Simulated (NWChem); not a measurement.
System: SiI4; SMILES I[Si](I)(I)I

Output (shortened):

```
             Northwest Computational Chemistry Package (NWChem) 7.3.0
             --------------------------------------------------------

 C1  symmetry detected

                             Geometry "geometry" -> ""
                             -------------------------

 Output coordinates in angstroms (scale by  1.889725989 to convert to a.u.)

  No.       Tag          Charge          X              Y              Z
 ---- ---------------- ---------- -------------- -------------- --------------
    1 I                   53.0000    -1.44402965    -1.35470147    -1.46365624
    2 Si                  14.0000     0.00000385     0.00000100    -0.00000264
    3 I                   53.0000     0.02964607     2.32755790    -0.80275945
    4 I                   53.0000    -0.87351740    -0.06344204     2.30121413
    5 I                   53.0000     2.28789997    -0.90941466    -0.03479774

 Effective nuclear repulsion energy (a.u.)    2855.9908024976

                                 NWChem DFT Module
                                 -----------------

 Summary of "ao basis" -> "ao basis" (spherical)
 ------------------------------------------------------------------------------
       Tag                 Description            Shells   Functions and Types
 ---------------- ------------------------------  ------  ---------------------
 I                          def2-svp                10       26   4s4p2d
 Si                         def2-svp                 8       18   4s3p1d

            General Information
            -------------------
          SCF calculation type: DFT
          Wavefunction type:  closed shell.
          No. of atoms     :     5
          No. of electrons :   114
           Alpha electrons :    57
            Beta electrons :    57
          Charge           :     0
          Spin multiplicity:     1
          Use of symmetry is: off; symmetry adaption is: off
          Maximum number of iterations: 150
          AO basis - number of functions:   122
                     number of shells:    48
          Convergence on energy requested:  1.00D-06
          Convergence on density requested:  1.00D-05
          Convergence on gradient requested:  5.00D-04

              XC Information
              --------------
                   Becke 97-D Method XC Functional
                  Becke 1997-D Exchange Functional  1.000
                Becke 1997-D Correlation Potential  1.000

             Grid Information
             ----------------
          Grid used for XC integration:  medium
          Radial quadrature: Mura-Knowles
          Angular quadrature: Lebedev.
          Tag              B.-S. Rad. Rad. Pts. Rad. Cut. Ang. Pts.
          ---              ---------- --------- --------- ---------
          I                   1.40      123          11.0       590
          Si                  1.10       88           9.0       590
          Grid pruning is: on
          Number of quadrature shells:   580
          Spatial weights used:  Erf1

      Superposition of Atomic Density Guess
      -------------------------------------

 Sum of atomic energies:       -1677.24702384

      Non-variational initial energy
      ------------------------------

 Total energy =   -1476.210678
 1-e energy   =   -4058.299933
 2-e energy   =    1787.677761
 HOMO         =      -0.325681
 LUMO         =      -0.063802

     ---------------------------------------------
      Total Density - Mulliken Population Analysis
     ---------------------------------------------

    Atom       Charge   Shell Charges
 -----------   ------   -------------------------------------------------------
    1 I   25    25.29   1.83  0.22  1.23  0.67  2.93  3.13  2.63  2.64  9.82  0.19
    2 Si  14    12.85   2.00  1.99  0.92  0.17  5.93  0.71  0.94  0.18
    3 I   25    25.29   1.83  0.22  1.23  0.67  2.93  3.13  2.63  2.64  9.82  0.19
    4 I   25    25.29   1.83  0.22  1.23  0.67  2.93  3.13  2.63  2.64  9.82  0.19
    5 I   25    25.29   1.83  0.22  1.23  0.67  2.93  3.13  2.63  2.64  9.82  0.19

   convergence    iter        energy       DeltaE   RMS-Dens  Diis-err
 ---------------- ----- ----------------- --------- --------- ---------
 d= 0,ls=0.0,diis     1  -1482.2626875677 -2.28D+03  2.55D-02  8.30D-01
 d= 0,ls=0.0,diis     2  -1481.6538680312  6.09D-01  1.70D-02  4.66D+00
 d= 0,ls=0.0,diis     3  -1482.4050912259 -7.51D-01  2.57D-03  1.87D-02
 d= 0,ls=0.0,diis     4  -1482.4076855537 -2.59D-03  7.41D-04  5.48D-03
 d= 0,ls=0.0,diis     5  -1482.4082650827 -5.80D-04  8.52D-05  9.85D-05
  Resetting Diis
 d= 0,ls=0.0,diis     6  -1482.4082814892 -1.64D-05  1.97D-05  3.39D-06
 d= 0,ls=0.0,diis     7  -1482.4082820684 -5.79D-07  4.81D-06  3.05D-08

         Total DFT energy =    -1482.408282068429
      One electron energy =    -4060.549698708508
           Coulomb energy =     1895.816734364602
    Exchange-Corr. energy =     -112.070007593996
 Nuclear repulsion energy =      794.411494072943

    Dispersion correction =       -0.016804203470

 Numeric. integr. density =      114.000000946028

                       DFT Final Molecular Orbital Analysis
                       ------------------------------------

 Vector   55  Occ=2.000000D+00  E=-2.384579D-01
              MO Center=  2.5D-01, -4.6D-01,  5.0D-01, r^2= 7.6D+00
   Bfn.  Coefficient  Atom+Function         Bfn.  Coefficient  Atom+Function
  ----- ------------  ---------------      ----- ------------  ---------------
   109      0.399565  5 I  pz                81     -0.361729  4 I  px
   112      0.339467  5 I  pz                84     -0.307323  4 I  px
    11      0.224720  1 I  px                14      0.190921  1 I  px
    13     -0.167023  1 I  pz               106     -0.159547  5 I  pz
    78      0.144439  4 I  px                16     -0.141900  1 I  pz

 Vector   56  Occ=2.000000D+00  E=-2.384572D-01
              MO Center=  3.6D-01,  1.4D-01, -2.1D-01, r^2= 7.9D+00
   Bfn.  Coefficient  Atom+Function         Bfn.  Coefficient  Atom+Function
  ----- ------------  ---------------      ----- ------------  ---------------
   108     -0.354997  5 I  py                55      0.345141  3 I  px
   111     -0.301604  5 I  py                58      0.293230  3 I  px
    82      0.249529  4 I  py                11     -0.235225  1 I  px
    85      0.211998  4 I  py                14     -0.199843  1 I  px
    12      0.150050  1 I  py               105      0.141751  5 I  py

 Vector   57  Occ=2.000000D+00  E=-2.384570D-01
              MO Center= -6.1D-01,  3.2D-01, -2.9D-01, r^2= 7.6D+00
   Bfn.  Coefficient  Atom+Function         Bfn.  Coefficient  Atom+Function
  ----- ------------  ---------------      ----- ------------  ---------------
    57      0.348091  3 I  pz                82     -0.296842  4 I  py
    12      0.294318  1 I  py                60      0.295736  3 I  pz
    13     -0.260518  1 I  pz                85     -0.252195  4 I  py
    15      0.250050  1 I  py                16     -0.221333  1 I  pz
    55      0.155415  3 I  px                54     -0.138993  3 I  pz

 Vector   58  Occ=0.000000D+00  E=-1.297777D-01
              MO Center=  1.4D-05,  3.1D-05, -3.4D-05, r^2= 7.6D+00
   Bfn.  Coefficient  Atom+Function         Bfn.  Coefficient  Atom+Function
  ----- ------------  ---------------      ----- ------------  ---------------
    30      0.746594  2 Si s                 29      0.737266  2 Si s
    59      0.382342  3 I  py                86      0.378003  4 I  pz
   110      0.375821  5 I  px                28      0.358929  2 Si s
    56      0.258042  3 I  py                83      0.255109  4 I  pz
   107      0.253637  5 I  px                16     -0.240419  1 I  pz

 Vector   59  Occ=0.000000D+00  E=-5.845436D-02
              MO Center= -1.5D-02,  2.2D-01, -3.6D-02, r^2= 6.1D+00
   Bfn.  Coefficient  Atom+Function         Bfn.  Coefficient  Atom+Function
  ----- ------------  ---------------      ----- ------------  ---------------
    38      0.990586  2 Si py                59      0.627468  3 I  py
    39     -0.514574  2 Si pz                48     -0.463582  3 I  s
    35      0.349556  2 Si py                86     -0.296023  4 I  pz
    16      0.256551  1 I  pz                56      0.242514  3 I  py
    74      0.226999  4 I  s                110     -0.223088  5 I  px

 Vector   60  Occ=0.000000D+00  E=-5.845368D-02
              MO Center= -7.9D-02, -1.6D-01, -1.1D-01, r^2= 6.1D+00
   Bfn.  Coefficient  Atom+Function         Bfn.  Coefficient  Atom+Function
  ----- ------------  ---------------      ----- ------------  ---------------
    37      0.784871  2 Si px                39      0.738823  2 Si pz
     4      0.447920  1 I  s                 15      0.408311  1 I  py
    16      0.350971  1 I  pz                14      0.333900  1 I  px
    38      0.306201  2 Si py                84     -0.289636  4 I  px
   110      0.282499  5 I  px                34      0.276964  2 Si px

     ---------------------------------------------
      Total Density - Mulliken Population Analysis
     ---------------------------------------------

    Atom       Charge   Shell Charges
 -----------   ------   -------------------------------------------------------
    1 I   25    25.05   1.83  0.22  1.41  0.50  2.94  3.12  2.67  2.34  9.80  0.23
    2 Si  14    13.79   2.00  1.98  1.24  0.05  5.93  1.14  1.17  0.29
    3 I   25    25.05   1.83  0.22  1.41  0.50  2.94  3.12  2.67  2.34  9.80  0.23
    4 I   25    25.05   1.83  0.22  1.41  0.50  2.94  3.12  2.67  2.34  9.80  0.23
    5 I   25    25.05   1.83  0.22  1.41  0.50  2.94  3.12  2.67  2.34  9.80  0.23

     -------------------------------------------
      Total Density - Lowdin Population Analysis
     -------------------------------------------

[...]
```

Level: B97-D/def2-SVP with def2 effective core potentials on I. Geometry: optimised at PBE-D3(BJ)/def2-SVP. Not confirmed as a minimum by frequencies. def2 effective core potentials on I; no spin-orbit coupling.

Q: Write an input that gives this output.

A: Several could match; the one computed here: the input that was run:
```
start job
memory heap 200 mb stack 900 mb global 1100 mb
geometry units angstroms noautoz
  I     -1.433931     1.658758     1.120308
  Si     0.000016     0.000011     0.000001
  I     -1.408964    -1.691110    -1.103495
  I      1.398894     1.127925    -1.683333
  I      1.444067    -1.095512     1.666513
end
basis spherical
  * library def2-svp
end
ecp
  I library def2-ecp
end
dft
  xc becke97-d
  disp vdw 2
  iterations 150
  mulliken
end
task dft energy
```
